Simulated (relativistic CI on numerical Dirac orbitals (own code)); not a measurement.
# What each ingredient does to the levels of Au

Base calculation: Dirac-Coulomb-Breit CI, separate exchange-only KLI orbitals for each configuration, QED by a radiative potential, valence Slater integrals scaled by 0.85, P86 correlation energy added to each configuration.

CI space (outside the closed core [Xe] 4f14): 5d10 6s, 5d9 6s2, 5d10 6p, 5d9 6s 6p, 5d10 7s, 5d10 7p, 5d10 6d, 5d10 8s, 5d10 8p, 5d10 5f, 5d10 7d, 5d10 9s, 5d10 9p, 5d10 5g, 5d10 6f. Double excitations out of closed p, d and f shells are left out; levels of such configurations are missing from the list, as are those of other unlisted configurations, and high levels can miss mixing partners.

Variants: (1) valence Slater integrals scaled by 0.75; (2) self-excluded LDA correlation estimate; (3) Breit term removed; (4) one mean potential for all configurations. Shifts of the energy above 5d10 6s 2S_1/2, in cm⁻¹, for the lowest level and the first level of each name with at least 55 % of one term (blank where a level changes its place among those of its configuration and J or its character, or is not in the variant):

```tsv
Level	Base	Δ(1)	Δ(2)	Δ(3)	Δ(4)	Measured
5d10 6s 2S_1/2	0.0	0.0	0.0	0.0	0.0	0.0
5d9 6s2 2D_5/2	12957.1	+31.3	+299.1	-310.0	+4311.2	9161.2
5d9 6s2 2D_3/2	24539.0	-45.4	+299.3	+9.0	+4849.2	21435.2
5d10 6p 2P°_1/2	33325.6	+273.1	+880.1	-8.9	+1617.4	37359.0
5d10 6p 2P°_3/2	36026.5	+262.0	+879.7	+58.8	+1747.0	41174.6
5d9 6s 6p 4P°_5/2	37940.4	+1297.6	+746.8	-318.4	+10629.5	
5d9 6s 6p 4F°_7/2	41457.0	+898.4	+746.8	-307.4	+10368.8	
5d9 6s 6p 4F°_9/2	43285.5	+644.6	+746.8	-227.9	+11602.5	48697.1
5d9 6s 6p 4D°_7/2	46726.5	+259.2	+746.8	-223.8	+11219.9	
5d10 7s 2S_1/2	46732.4	0.0	+3143.9	+89.1	+3157.0	54485.2
5d10 7p 2P°_3/2	52897.2	+78.4	+2214.0	+56.4	+3741.9	60728.5
5d10 7p 2P°_1/2	52954.1	+118.9	+2321.9	+81.7	+3116.6	60032.8
5d10 6d 2D_3/2	53560.0	-0.6	+3137.1	+106.5	+3472.7	
5d10 6d 2D_5/2	53605.9	-0.3	+3137.2	+107.4	+3471.2
```

For a near-neutral ion this model can misplace configurations by up to about 10,000 cm⁻¹ (more where the count of f electrons changes) and terms by 10 to 25 % of their spread. Rates follow the energies as ν³ (E1, M1) or ν⁵ (E2), so they and the lifetimes can be off by large factors. The fine structure of a lone outer electron comes out too small, for d and f at times inverted, and misplaced configurations move strength between like terms. 8 of the 19 excited levels that our extract of the measured tables holds in this range could be paired (the sources list more); they are missed by 5519 cm⁻¹ on average and 7831 at most, and levels without a partner can miss by more.

Measured levels: NIST Handbook of Basic Atomic Spectroscopic Data (Sansonetti and Martin, J. Phys. Chem. Ref. Data 34, 1559 (2005)).

Ionisation energy from the two ground configurations alone: base 8.383 eV; self-excluded LDA correlation estimate 8.555 eV; Breit term removed 8.398 eV. The NIST ASD value (measured) is 9.22555 eV. The gap of more than 2 % comes from missing correlation.

LS names give the leading component of a level, which can be under half, so a name can repeat, a term be missing and a line seem to break the LS rules.
